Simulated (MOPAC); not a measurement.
Input for MOPAC: PM3 on H5IOSi (a complex).

```
PM3 1SCF PRECISE CHARGE=0 THREADS=1
H5IOSi

I     -0.42323705 1    -1.16969828 1    -0.63275226 1
H     -0.57646191 1    -0.96017161 1     0.97324933 1
O     -0.66012326 1    -0.55387001 1     2.94824951 1
Si     0.19233849 1     0.70347333 1     3.62415626 1
H     -1.25777793 1    -1.06608613 1     3.49886919 1
H     -0.72423926 1     1.72104885 1     4.18960304 1
H      0.97990921 1     1.27280808 1     2.51602778 1
H      1.08482307 1     0.21832124 1     4.70272845 1
```

It printed:

```
*******************************************************************************
 **                                                                           **
 **                              MOPAC v23.2.5                                **
 **                                                                           **
 *******************************************************************************
 ** MOPAC's Digital Object Identifier: https://doi.org/10.5281/zenodo.6511958 **
 **                                                                           **
 ** Please cite the open-source release paper for use of this MOPAC version:  **
 ** J. E. Moussa and J. J. P. Stewart (2026)                                  **
 ** MOPAC: An open-source semiempirical molecular orbital program             **
 ** J. Open Source Softw., 11(119), 8025, https://doi.org/10.21105/joss.08025 **
 *******************************************************************************

                              PM3 CALCULATION RESULTS

 *******************************************************************************
 *  PM3        - The PM3 Hamiltonian to be used
 *
 *
 *
 *                 CHARGE ON SYSTEM = 0
 *
 *
 *
 *  PRECISE    - TIGHTER CRITERIA TO BE USED
 *  1SCF       - DO 1 SCF AND THEN STOP
 *  THREADS=1  - MULTI-THREADING NOT USED
 *  T=         - A TIME OF 172800.0 SECONDS REQUESTED
 *  DUMP=N     - RESTART FILE WRITTEN EVERY 7200.0 SECONDS REQUESTED
 *******************************************************************************
PM3 1SCF PRECISE CHARGE=0 THREADS=1
 H5IOSi

   ATOM   CHEMICAL          X               Y               Z
  NUMBER   SYMBOL      (ANGSTROMS)     (ANGSTROMS)     (ANGSTROMS)

     1       I         -0.42323705  *  -1.16969828  *  -0.63275226  *
     2       H         -0.57646191  *  -0.96017161  *   0.97324933  *
     3       O         -0.66012326  *  -0.55387001  *   2.94824951  *
     4      Si          0.19233849  *   0.70347333  *   3.62415626  *
     5       H         -1.25777793  *  -1.06608613  *   3.49886919  *
     6       H         -0.72423926  *   1.72104885  *   4.18960304  *
     7       H          0.97990921  *   1.27280808  *   2.51602778  *
     8       H          1.08482307  *   0.21832124  *   4.70272845  *



          CARTESIAN COORDINATES

    NO.       ATOM           X           Y           Z

     1         I         -0.4232     -1.1697     -0.6328
     2         H         -0.5765     -0.9602      0.9732
     3         O         -0.6601     -0.5539      2.9482
     4        Si          0.1923      0.7035      3.6242
     5         H         -1.2578     -1.0661      3.4989
     6         H         -0.7242      1.7210      4.1896
     7         H          0.9799      1.2728      2.5160
     8         H          1.0848      0.2183      4.7027

  H: (PM3): J. J. P. STEWART, J. COMP. CHEM. 10, 209 (1989).
  O: (PM3): J. J. P. STEWART, J. COMP. CHEM. 10, 209 (1989).
 Si: (PM3): J. J. P. STEWART, J. COMP. CHEM. 10, 209 (1989).
  I: (PM3): J. J. P. STEWART, J. COMP. CHEM. 10, 209 (1989).

           Empirical Formula: H5 O I Si  =     8 atoms



      MOLECULAR POINT GROUP   :   Cs


      RHF CALCULATION, NO. OF DOUBLY OCCUPIED LEVELS = 11


 -------------------------------------------------------------------------------
 PM3 1SCF PRECISE CHARGE=0 THREADS=1
 H5IOSi



     1SCF WAS SPECIFIED, SO BFGS WAS NOT USED
     SCF FIELD WAS ACHIEVED


                              PM3 CALCULATION
                                                       MOPAC v23.2.5 Linux




          FINAL HEAT OF FORMATION =        -34.52084 KCAL/MOL =    -144.43519 KJ/MOL


          COSMO AREA              =        142.41 SQUARE ANGSTROMS
          COSMO VOLUME            =        129.69 CUBIC ANGSTROMS

          IONIZATION POTENTIAL    =          9.764601 EV
          HOMO LUMO ENERGIES (EV) =         -9.765 -0.230
          NO. OF FILLED LEVELS    =         11
          MOLECULAR WEIGHT        =        176.0289         POINT GROUP:  Cs

          MOLECULAR DIMENSIONS (Angstroms)

            Atom       Atom       Distance
            H     8    I     1     5.71561
            H     7    H     5     3.37426
            I     1    H     6     2.33309


          SCF CALCULATIONS        =          1





   ATOM   CHEMICAL          X               Y               Z
  NUMBER   SYMBOL      (ANGSTROMS)     (ANGSTROMS)     (ANGSTROMS)

     1       I         -0.42323705  *  -1.16969828  *  -0.63275226  *
     2       H         -0.57646191  *  -0.96017161  *   0.97324933  *
     3       O         -0.66012326  *  -0.55387001  *   2.94824951  *
     4      Si          0.19233849  *   0.70347333  *   3.62415626  *
     5       H         -1.25777793  *  -1.06608613  *   3.49886919  *
     6       H         -0.72423926  *   1.72104885  *   4.18960304  *
     7       H          0.97990921  *   1.27280808  *   2.51602778  *
     8       H          1.08482307  *   0.21832124  *   4.70272845  *

                             CARTESIAN COORDINATES

   1    I       -0.423237050    -1.169698280    -0.632752260
   2    H       -0.576461910    -0.960171610     0.973249330
   3    O       -0.660123260    -0.553870010     2.948249510
   4   Si        0.192338490     0.703473330     3.624156260
   5    H       -1.257777930    -1.066086130     3.498869190
   6    H       -0.724239260     1.721048850     4.189603040
   7    H        0.979909210     1.272808080     2.516027780
   8    H        1.084823070     0.218321240     4.702728450


           Empirical Formula: H5 O I Si  =     8 atoms



      MOLECULAR POINT GROUP   :   Cs


                  EIGENVALUES
 -36.26967 -17.71984 -16.11950 -14.48791 -13.83700 -12.87875 -12.12563 -11.16699
 -10.57523  -9.76572  -9.76460  -0.22972   0.64259   1.59253   2.12603   2.18855
   4.97921


              NET ATOMIC CHARGES AND DIPOLE CONTRIBUTIONS

  ATOM NO.   TYPE          CHARGE      No. of ELECS.   s-Pop       p-Pop
    1          I          -0.209538        7.2095     1.94772     5.26181
    2          H           0.186425        0.8136     0.81358
    3          O          -0.511233        6.5112     1.74654     4.76470
    4         Si           0.713438        3.2866     0.90521     2.38136
    5          H           0.208065        0.7919     0.79194
    6          H          -0.141355        1.1414     1.14135
    7          H          -0.104752        1.1048     1.10475
    8          H          -0.141050        1.1411     1.14105
 DIPOLE           X         Y         Z       TOTAL
 POINT-CHG.     0.197     1.066     2.888     3.085
 HYBRID        -0.517    -0.457     0.483     0.842
 SUM           -0.321     0.609     3.371     3.440


          ATOMIC ORBITAL ELECTRON POPULATIONS

     Atom    s        px        py        pz
    1  I   1.94772   1.99362   1.98750   1.28070
    2  H   0.81358
    3  O   1.74654   1.63470   1.56433   1.56567
    4 Si   0.90521   0.80791   0.73676   0.83669
    5  H   0.79194
    6  H   1.14135
    7  H   1.10475
    8  H   1.14105

 **********************
 *                    *
 * JOB ENDED NORMALLY *
 *                    *
 **********************




 == MOPAC DONE ==
```

The run finished.

Cost: roughly 0.04 core-seconds.
